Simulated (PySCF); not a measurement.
A calculated (HSE06, PySCF 2.14, x2c-TZVPPall, the spin-free X2C one-electron Hamiltonian (Gaussian nucleus)) atom or ion has these occupied shells.

```
shell  electrons  orbital energy (eV)  rms radius, mean of both spins (bohr)
 1s α          1             -26577.1                                 0.0348
 1s β          1             -26577.1                                 0.0348
 2s α          1              -3974.6                                  0.143
 2s β          1              -3974.6                                  0.143
 2p α          3              -3566.9                                  0.127
 2p β          3              -3566.9                                  0.127
 3s α          1              -757.64                                  0.383
 3s β          1              -757.59                                  0.383
 3p α          3              -622.83                                  0.384
 3p β          3              -622.80                                  0.384
 3d α          5              -411.07                                  0.365
 3d β          5              -411.06                                  0.365
 4s α          1              -120.27                                  0.938
 4s β          1              -120.18                                  0.938
 4p α          3              -80.100                                   1.03
 4p β          3              -80.048                                   1.03
 4d α          5              -22.363                                   1.39
 4d β          5              -22.146                                   1.39
 5s α          1              -13.858                                   2.84
```

Task: Name the element and its charge.

Result: Cd⁺ (cadmium, charge +1), in [Kr] 4d10 5s1, 2S determinant.
